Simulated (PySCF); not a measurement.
I⁻ (iodine, charge -1): UHF calculation

Configuration: [Xe], closed-shell 1S. Computed with PySCF 2.14 in aug-cc-pwCVQZ-PP with ECP28MDF (10s10p8d6f4g1h, 169 functions), with a scalar-relativistic core potential.

```
Total energy             : -294.746842 hartree
One-electron energy      : -520.9263 hartree
Hartree (Coulomb) energy : 247.3813 hartree
Exchange energy          : -21.2018 hartree
⟨S²⟩                     : 0.0000
⟨L²⟩                     : 0.000
Sum of ⟨r⟩               : 35.98 bohr
Sum of ⟨r²⟩              : 76.56 bohr²
Time after the integrals : 8 s of wall time on 1 thread of Neoverse-V2 (shared host)
```

```json
{"shell": "4s", "electrons": "2", "mean orbital energy (hartree)": "-7.45091", "rms radius, mean of both spins (bohr)": "0.796"}
{"shell": "4p", "electrons": "6", "mean orbital energy (hartree)": "-5.27628", "rms radius, mean of both spins (bohr)": "0.853"}
{"shell": "4d", "electrons": "10", "mean orbital energy (hartree)": "-2.00365", "rms radius, mean of both spins (bohr)": "0.999"}
{"shell": "5s", "electrons": "2", "mean orbital energy (hartree)": "-0.60772", "rms radius, mean of both spins (bohr)": "2.21"}
{"shell": "5p", "electrons": "6", "mean orbital energy (hartree)": "-0.12599", "rms radius, mean of both spins (bohr)": "2.92"}
```

Energies and moments cover only the electrons outside the core potential.
